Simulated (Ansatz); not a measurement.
`[CH3][In][OH]` radical, 7 atoms. Charge 0, multiplicity 2. Correlated methods include outer-core shells of In, which these sets cover unevenly. In takes the def2 core potential. All runs use 4 threads of a server CPU on a shared host. Correlated methods freeze the cores. Open-shell runs search over several starts.

(1) Give the basis size and wall time and peak host memory of each of these runs in Ansatz. direct RPA on PBE orbitals/def2-TZVPP energy; UKS ωB97M-V/def2-SVP energy; UHF-CCSD(T)/def2-TZVPP energy; UKS ωB97M-V/def2-QZVPP energy; UKS CAM-B3LYP-D4/def2-TZVPP energy; UKS PBE0-D4/def2-QZVPP energy; UHF-MP2/def2-QZVPP energy; UKS r2SCAN-D4/def2-TZVPP energy and forces; UHF-CCSD(T)/def2-SVP energy; UKS ωB97X-V/def2-TZVPP energy; UKS LC-ωPBE/def2-TZVPP energy; UKS PBE0-D4/def2-SVP energy. (Estimate.)

Answers

(1) The calculation gave: Other jobs shared the machine, so times are rough.

```
                                level                job  functions  wall time  peak host memory (GiB)
                 UKS PBE0-D4/def2-SVP             energy         74        1 s                    0.18
               UKS LC-ωPBE/def2-TZVPP             energy        168      2.3 s                    0.27
          UKS CAM-B3LYP-D4/def2-TZVPP             energy        168      2.4 s                    0.46
             UKS r2SCAN-D4/def2-TZVPP  energy and forces        168      3.7 s                    0.26
direct RPA on PBE orbitals/def2-TZVPP             energy        168      3.8 s                    0.44
                 UKS ωB97M-V/def2-SVP             energy         74      4.3 s                    0.34
                 UHF-CCSD(T)/def2-SVP             energy         74      4.4 s                    0.45
               UKS PBE0-D4/def2-QZVPP             energy        316      4.9 s                     0.9
               UKS ωB97X-V/def2-TZVPP             energy        168        6 s                    0.56
                   UHF-MP2/def2-QZVPP             energy        316        9 s                     1.2
               UKS ωB97M-V/def2-QZVPP             energy        316       14 s                     1.2
               UHF-CCSD(T)/def2-TZVPP             energy        168      100 s                     3.8
```

LC-ωPBE has ω = 0.4 bohr⁻¹.
